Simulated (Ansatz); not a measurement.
## Energy profile

The step: SiN₂H₆O ([NH2][Si]([NH3])[OH]) → SiN₂H₄ ([NH2][Si][NH2]) + H₂O; bonds formed: O2–H3; dative contacts that become bonds: Si1–N5; bonds broken: Si1–O2, H3–N5 (atoms numbered as in the saddle structure below).

Si1  (0.375, 0.270, -0.960)
O2  (-0.425, -1.449, -0.413)
H3  (-1.086, -0.638, 0.091)
N4  (1.611, 0.357, 0.252)
N5  (-1.059, 0.712, 0.194)
H6  (-0.863, -1.915, -1.131)
H7  (2.569, 0.307, -0.056)
H8  (1.520, -0.019, 1.186)
H9  (-1.825, 1.216, -0.232)
H10  (-0.817, 1.161, 1.069)
(Å)

Electronic energies by CCSD(T) at an estimated basis limit (MP2 extrapolated from triple and quadruple zeta, plus CCSD(T) − MP2 in triple zeta), on PBE0-D4/def2-TZVP structures; SiN$_{2}$H$_{6}$O, closed shell; no counterpoise correction. Program: Ansatz 0.2.0. Basis: def2-TZVPP and def2-QZVPP. Cores are frozen in the correlated methods. Extrapolation: Hartree–Fock as exp(−7.88 √X), correlation as X^−2.97.

Problem. Give the profile in eV, counted from the start structure. (An estimate is asked for; the value comes from the calculation.)

Solution. The calculation gives:
```tsv
point	eV
start structure	0.000
saddle	1.084
end structure	0.513
separated: SiN$_{2}$H$_{4}$ (linked as [NH2][Si][NH2]; Si1, N4, N5, H7, H8, H9, H10; singlet) + H$_{2}$O (O2, H3, H6; singlet)	0.709
```

T1 diagnostic: at most 0.013.

For scale, one of the runs: CCSD(T)/def2-TZVPP, 219 basis functions, launched by `ansatz run in.yaml --threads 4 --pin off --events-out ev --progress --plain --max-ram 9574MiB`. Hardware: 4 CPU threads of an Arm Neoverse V2, shared host. Wall time 55 s; peak host memory 3.4 GiB.
